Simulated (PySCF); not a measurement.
C4H2F2O2. Atoms are numbered in the order given.

```xyz
10

O     -0.2991     2.3990     0.0000
C      0.0512     1.2414     0.0000
C      1.5087     0.7416     0.0000
O      1.4445    -0.7038     0.0000
C      0.1569    -1.0260     0.0000
F     -0.0891    -2.3043     0.0000
C     -0.7239     0.0089     0.0000
F     -2.0468    -0.0842     0.0000
H      2.0509     1.0692     0.8989
H      2.0509     1.0692    -0.8989
```

Geometry optimised at B3LYP-D3(BJ)/def2-SVP. The structure was generated by enumeration, and PubChem lists no compound with its InChIKey, so it may never have been made. The values are those of a single conformer.

The numbers are results of PBE/pcSseg-1 run with PySCF, not measurements.

GIAO shieldings, no solvent; atoms alike by connectivity are averaged. δ = σ(ref) − σ: ¹⁷O against H2O (σ = 334.3 ppm); ¹³C against TMS (σ = 182.0 ppm); ¹⁹F against CFCl3 (σ = 133.6 ppm); ¹H against TMS (σ = 31.49 ppm), references at their B3LYP-D3(BJ)/def2-TZVP geometries, non-relativistic.

Q: Estimate the chemical shifts. (An estimate is asked for; the answer gives what the named calculation found.)

A: 
```json
[
 {"nucleus": "¹⁷O", "atoms": "O1", "count": "1", "δ (ppm)": "547.1"},
 {"nucleus": "¹⁷O", "atoms": "O4", "count": "1", "δ (ppm)": "148.1"},
 {"nucleus": "¹³C", "atoms": "C2", "count": "1", "δ (ppm)": "184.0"},
 {"nucleus": "¹³C", "atoms": "C5", "count": "1", "δ (ppm)": "183.3"},
 {"nucleus": "¹³C", "atoms": "C7", "count": "1", "δ (ppm)": "132.4"},
 {"nucleus": "¹³C", "atoms": "C3", "count": "1", "δ (ppm)": "79.6"},
 {"nucleus": "¹⁹F", "atoms": "F6", "count": "1", "δ (ppm)": "-104.6"},
 {"nucleus": "¹⁹F", "atoms": "F8", "count": "1", "δ (ppm)": "-234.5"},
 {"nucleus": "¹H", "atoms": "H9, H10", "count": "2", "δ (ppm)": "4.71"}
]
```
